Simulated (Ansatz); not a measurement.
Basis sets compared for the cluster Ge3F6. The state is a singlet with charge 0. Geometry PBE-D4/def2-SVP. Ansatz on 4 threads of Intel Xeon on a shared host; times are rough, and most runs start from earlier orbitals.

```xyz
9

Ge    1.404    1.671   -0.179
Ge    0.445   -1.181    1.639
Ge   -1.691   -0.051   -1.316
F     0.686    0.831    1.448
F    -0.729   -1.150    0.029
F    -0.942   -0.917    2.710
F    -0.388    1.446   -0.983
F    -0.736   -0.696   -2.656
F     1.951    0.048   -0.692
```

Another isomer (singlet) lies 0.02 eV lower at PBE-D4/def2-SVP; other spin states weren't run for this one.

Binding counts from free atoms (Ge triplet, F doublet) in the same basis, without a counterpoise term.

```json
{"level": "HF/STO-3G", "functions": "84", "energy (Eh)": "-6743.5890", "HOMO (eV)": "-6.66", "LUMO (eV)": "6.25", "binding per atom (eV)": "2.30", "wall time": "2.5 s"}
{"level": "PBE-D4/def2-SVP", "functions": "180", "energy (Eh)": "-6827.6352", "HOMO (eV)": "-7.01", "LUMO (eV)": "-2.09", "binding per atom (eV)": "4.15", "wall time": "6 s"}
{"level": "PBE0-D4/def2-SVP", "functions": "180", "energy (Eh)": "-6827.7636", "HOMO (eV)": "-8.28", "LUMO (eV)": "-1.32", "binding per atom (eV)": "3.88", "wall time": "11 s"}
```

Q: Estimate the rows for HF/def2-TZVP, PBE-D4/def2-TZVP (with forces), PBE0-D4/def2-TZVP.

A: 
```csv
level,functions,energy (Eh),HOMO (eV),LUMO (eV),binding per atom (eV),wall time
HF/def2-TZVP,330,-6823.2902,-11.08,1.71,2.59,27 s
PBE-D4/def2-TZVP (with forces),330,-6829.1724,-7.21,-2.34,4.09,15 s
PBE0-D4/def2-TZVP,330,-6829.2961,-8.41,-1.54,3.85,37 s
```
